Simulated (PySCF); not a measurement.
**Electron correlation in Mg (magnesium, neutral)**

[Ne] 3s2, closed-shell 1S. Calculation: PySCF 2.14, in dyall-acv3z (20s13p7d4f, 122 functions); no relativity, point nucleus. Frozen: [Ne]; 2 electrons correlated; the 27 highest virtual orbitals of each spin left out.

With two correlated electrons CCSD is exact within the correlated space (frozen core and kept virtual orbitals).

```
level  correlation energy (mhartree)
 CCSD                         -33.92
```

Diagnostics: T1 = 0.017, D1 = 0.0242, largest double amplitude 0.075.

Cost of the coupled-cluster step: roughly 6 core-seconds, for 2 correlated electrons.

Iterations:

```
CC2 = 0
CCSD nocc = 1, nmo = 90
frozen orbitals [0, 1, 2, 3, 4, 95, 96, 97, 98, 99, 100, 101, 102, 103, 104, 105, 106, 107, 108, 109, 110, 111, 112, 113, 114, 115, 116, 117, 118, 119, 120, 121]
max_cycle = 100
direct = 0
conv_tol = 1e-08
conv_tol_normt = 1e-06
diis_space = 8
diis_start_cycle = 0
Init t2, MP2 energy = -199.638544712181  E_corr(MP2) -0.0240901482968307
Init E_corr(CCSD) = -0.0240901482973666
cycle = 1  E_corr(CCSD) = -0.0289729854286198  dE = -0.00488283713  norm(t1,t2) = 0.048441
cycle = 2  E_corr(CCSD) = -0.0314184291531597  dE = -0.00244544372  norm(t1,t2) = 0.0251531
cycle = 3  E_corr(CCSD) = -0.0339298548863159  dE = -0.00251142573  norm(t1,t2) = 0.0135035
cycle = 4  E_corr(CCSD) = -0.0339135173754868  dE = 1.63375108e-05  norm(t1,t2) = 0.00115349
cycle = 5  E_corr(CCSD) = -0.0339263453122526  dE = -1.28279368e-05  norm(t1,t2) = 0.000147524
cycle = 6  E_corr(CCSD) = -0.0339254121617927  dE = 9.3315046e-07  norm(t1,t2) = 3.23549e-05
cycle = 7  E_corr(CCSD) = -0.0339241735642652  dE = 1.23859753e-06  norm(t1,t2) = 7.50978e-06
cycle = 8  E_corr(CCSD) = -0.0339245308460618  dE = -3.57281797e-07  norm(t1,t2) = 2.10115e-06
cycle = 9  E_corr(CCSD) = -0.0339244418006237  dE = 8.90454381e-08  norm(t1,t2) = 5.44489e-07
cycle = 10  E_corr(CCSD) = -0.0339244398166782  dE = 1.9839455e-09  norm(t1,t2) = 5.32014e-08
CCSD converged
E(CCSD) = -199.6483790037009  E_corr = -0.03392443981667821
```
